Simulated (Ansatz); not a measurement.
Coupled-cluster diagnostics for the cluster Ga2O2, Ansatz.

Geometry of the singlet (PBE-D4/def2-SVP):

Cartesian coordinates in Å:
```
Ga -0.069 1.402 -1.163
Ga -0.311 -1.025 1.475
O -0.428 -0.515 -0.513
O 0.807 0.139 0.201
```

Correlated methods freeze 20 core orbitals; core or outer-core shells of Ga are correlated, in sets that lack core-valence functions. The structure holds 1 bond(s) between oxygen atoms. Another isomer (singlet) lies 1.65 eV lower at PBE0-D4/def2-TZVP; other spin states weren't run for this one.

Problem. Estimate the CCSD(T) correlation energy, the shares of MP2 and (T), T1 and the reference's ⟨S²⟩ for: charge 0, singlet, own geometry in def2-TZVPP; and the rough time on 4 threads of Arm Neoverse V2 on a shared host.

Solution. 
| state | basis | correlation (eV) | MP2 share (%) | (T) share (%) | T1 | ⟨S²⟩ (pure) | wall time | remarks |
| --- | --- | --- | --- | --- | --- | --- | --- | --- |
| charge 0, singlet, own geometry | def2-TZVPP | -25.112 | 96.6 | 4.8 | 0.019 | 0.00 (0.00) | 28 s | restricted SCF unstable |
Customary marks for T1 are 0.02 (closed shells), 0.045 (open shells) and about 0.05 (3d metals). T1 stays under 0.02 throughout.
